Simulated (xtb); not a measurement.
CH5FGeO, SMILES C[O][GeH2][F]. All values are semi-empirical tight-binding results from xtb (GFN2-xTB unless named), good for trends rather than for accurate numbers. Coordinates come from a GFN2-xTB optimisation. This is a generated structure with no PubChem entry under its InChIKey; it may be hypothetical. One conformer was computed; it need not be the lowest.

For metal compounds this method's bond lengths and energies can be far off.

```json
{
 "orbital_gap": "7.69 eV",
 "zero_point_energy": "35.2 kcal/mol",
 "G − E(el) at 298.15 K (modified RRHO)": "15.7 kcal/mol"
}
```
